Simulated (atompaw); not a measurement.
**An all-electron radial function and its pseudo partner (Sm (Z = 62))**

Columns: radius, all-electron u(r) and pseudo u(r) of the 5s shell (level -51.15 eV) of samarium in the configuration [Kr] 4d10 4f6 5s2 5p6 5d0 6s0 6p0; PBE, non-relativistic, PAW (atompaw) scheme, atompaw 4.2.0.5.

| r (bohr) | all-electron | pseudo |
| --- | --- | --- |
| 0.092 | -0.1741 | 0.0741 |
| 0.185 | 0.3304 | 0.1506 |
| 0.277 | 0.1413 | 0.2289 |
| 0.369 | -0.2822 | 0.3107 |
| 0.462 | -0.5028 | 0.3970 |
| 0.554 | -0.4574 | 0.4850 |
| 0.646 | -0.2432 | 0.5742 |
| 0.738 | 0.0371 | 0.6619 |
| 0.831 | 0.3160 | 0.7461 |
| 0.923 | 0.5508 | 0.8214 |
| 1.015 | 0.7307 | 0.8850 |
| 1.108 | 0.8563 | 0.9341 |
| 1.200 | 0.9309 | 0.9648 |
| 1.292 | 0.9643 | 0.9763 |
| 1.385 | 0.9651 | 0.9681 |
| 1.477 | 0.9414 | 0.9418 |
| 1.569 | 0.9003 | 0.9003 |
| 1.662 | 0.8470 | 0.8470 |
| 1.754 | 0.7874 | 0.7874 |
| 1.846 | 0.7244 | 0.7244 |
| 1.938 | 0.6607 | 0.6607 |
| 2.031 | 0.5975 | 0.5975 |
| 2.123 | 0.5376 | 0.5376 |
| 2.215 | 0.4811 | 0.4811 |
| 2.308 | 0.4281 | 0.4281 |
| 2.400 | 0.3798 | 0.3798 |

Task: How many radial nodes do the two functions have?

Result: The all-electron 5s function has n − l − 1 = 4 (the table is too coarse to show those close to the nucleus); the pseudo-wave has 0, since the states of the same l below it are removed with the core.

Task: At about which radius was the pseudo-wave matched?

Result: 1.65 bohr. The columns agree to 0.0005 from 1.48 bohr on; several derivatives are matched, so the curves merge somewhat inside the radius.

Task: Where does each function peak?

Result: Outermost all-electron maximum near 1.39 bohr, pseudo maximum near 1.29 bohr (to the table’s step).

Task: Is the pseudo-wave norm-conserving?

Result: No, it belongs to a PAW set: the norm inside the radius is not constrained, and the difference is carried by the augmentation charge.
